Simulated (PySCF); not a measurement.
Estimate the missing entries of this data sheet.

Species: 4-methylphthalic anhydride, C9H6O3.
SMILES: `Cc1ccc2c(c1)C(=O)OC2=O`

| property | level | value |
| --- | --- | --- |
| rotational constants A, B, C of the GFN2-xTB geometry | GFN2-xTB | ? |
| dipole moment | PBE0/pcSseg-1 | ? |
| HOMO energy | PBE0/pcSseg-1 | ? |
| LUMO energy | PBE0/pcSseg-1 | ? |
| 13C chemical shifts (computed TMS as zero) by class | GIAO PBE0/pcSseg-1 | ? |
| 1H chemical shifts (computed TMS as zero) by class | GIAO PBE0/pcSseg-1 | 8.22 (1 H), 8.14 (1 H), 7.89 (1 H), 2.72 (3 H) ppm |
| isotropic shieldings of nuclei other than C and H, by class | GIAO PBE0/pcSseg-1 | -133 (1 O), -132 (1 O), 17 (1 O) ppm |

Gas-phase values; electronic properties from PySCF, density fitting. Geometry: GFN2-xTB; no solvent or vibrations. NMR classes are plain means over equivalent atoms (diastereotopic ones count apart unless rotation or inversion swaps them), as if these changed places fast; in this geometry the members of some classes differ.

(1) The rotational constants A, B, C of the GFN2-xTB geometry?

(2) Give the 13C chemical shifts (computed TMS as zero) by class.

(3) The LUMO energy?

(4) Give the dipole moment.

(5) The HOMO energy?

## Answers

(1) 1.731, 0.780, 0.540 GHz.

(2) 169.7 (1 C), 169.3 (1 C), 152.7 (1 C), 140.6 (1 C), 138.6 (1 C), 135.1 (1 C), 132.1 (1 C), 132.0 (1 C), 24.6 (1 C) ppm.

(3) -2.66 eV.

(4) 6.52 D.

(5) -8.21 eV.

With B = h/(8π²I), that is 505.379 GHz u Å² over I, the principal moments of inertia are 291.9, 647.9 and 936.7 u Å² (most abundant isotopes). In atomic units the dipole is 2.57 e·bohr (1 au = 2.5417 D). The rotational constants make it an asymmetric top with κ = (2B − A − C)/(A − C) = -0.60, nearer the prolate limit (−1).
